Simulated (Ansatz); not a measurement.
C₂H₆INSi (`N=C([SiH3])CI`). The species carries charge 0 and has multiplicity 1. Correlated methods include outer-core shells of I, which these sets cover unevenly. I takes the def2 core potential.

```xyz
11

N     0.677   -1.012    1.312
C     0.201   -0.214    0.446
Si    0.819   -0.458   -1.340
C    -0.788    0.862    0.764
I    -2.633    0.469   -0.267
H     0.282   -0.845    2.243
H     0.592    0.789   -2.117
H     0.083   -1.576   -1.978
H     2.267   -0.765   -1.284
H    -1.028    0.911    1.826
H    -0.472    1.838    0.396
```

Question: Give the diagnostics of a CCSD(T)/def2-TZVPP run (frozen core, Ansatz). (Estimate.)

Answer: Ansatz gave: T1 = 0.0110, largest single amplitude 0.015, largest double 0.033, (T) share of the correlation energy 3.5 %, 10 CCSD cycles. The RHF solution is stable towards an unrestricted one. T1 lies under the customary mark of 0.02 for closed shells.
